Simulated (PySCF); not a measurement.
## TDDFT excited states: C5H11NO

Compound: N-tert-butylformamide, C5H11NO.
Bonds: C1–C2, C2–C3, C2–C4, C2–N5, N5–C6, C6–O7 (double). Hydrogens: H8, H9, H10 on C1; H11, H12, H13 on C3; H14, H15, H16 on C4; H17 on N5; H18 on C6.

Method used: PySCF, TDDFT CAM-B3LYP/def2-SVPD, vertical, gas phase, core orbitals frozen in the response. One conformer (not necessarily the lowest) at the GFN2-xTB geometry, without solvent, vibrations or thermal averaging. Torsions of this conformer, `[CH3:1][C:2]([CH3:3])([CH3:4])[NH:5][CH:6]=[O:7]`: C1–C2–N5–C6 60°, C2–N5–C6–O7 0°.

```tsv
state	E (eV)	λ (nm)	ν̃ (cm⁻¹)	f	|μ| (D)	symmetry	main configurations (H = HOMO, L = LUMO)
S1	5.72	216.7	46150	0.0012	0.24	–	H→L+2 (94%)
S2	6.92	179.2	55810	0.014	0.72	A″	H-1→L (81%), H-1→L+1 (14%)
S3	7.08	175.0	57140	0.040	1.22	A′	H→L (59%), H-1→L+2 (20%), H→L+1 (16%)
S4	7.57	163.8	61070	0.207	2.68	A′	H-1→L+2 (73%), H→L (12%)
S5	8.04	154.1	64880	0.0061	0.45	A″	H-1→L+1 (72%), H-1→L (14%)
S6	8.14	152.3	65640	0.077	1.58	A′	H→L+1 (64%), H→L (12%), H→L+3 (10%)
S7	8.33	148.8	67200	0.0098	0.56	A′	H→L+3 (48%), H→L+6 (15%), H→L (14%)
S8	8.42	147.2	67930	0.0019	0.24	–	H-1→L+3 (71%), H-1→L+5 (10%)
```

Triplets (Tamm–Dancoff): T1 5.23 eV, H→L+2 (92%); T2 5.44 eV, H-1→L+2 (88%); T3 6.76 eV, H-1→L (78%), H-1→L+1 (15%).

The lowest singlet comes at 217 nm (552 kJ/mol) in the ultraviolet; it is very weak; its leading configuration is HOMO→LUMO+2 (94%). The most intense listed level is S4 at 7.57 eV (164 nm, f = 0.207), 1.85 eV above S1. Löwdin shares by element: HOMO oxygen 64%, carbon 13% or more, hydrogen 8% or more, nitrogen 6%; LUMO carbon 28% or more, hydrogen 23% or more (atoms not listed hold the other 48%). The oscillator strengths of these states sum to 0.357; summed over the whole spectrum of an exact calculation they would give the number of electrons, 56 (Thomas–Reiche–Kuhn). Of the 8 states listed, 4 reach f = 0.01 and none stays under 0.0005. Weighted by f, the mean energy of these states is 7.64 eV. Symmetry labels in Cs follow from the direction of the transition dipole and are given only for states with f of 0.002 or more. Only the lowest 8 singlets were computed, as vertical energies without vibronic structure.

The run took 62 s of wall time on one thread, x86-64 server, on a shared host.
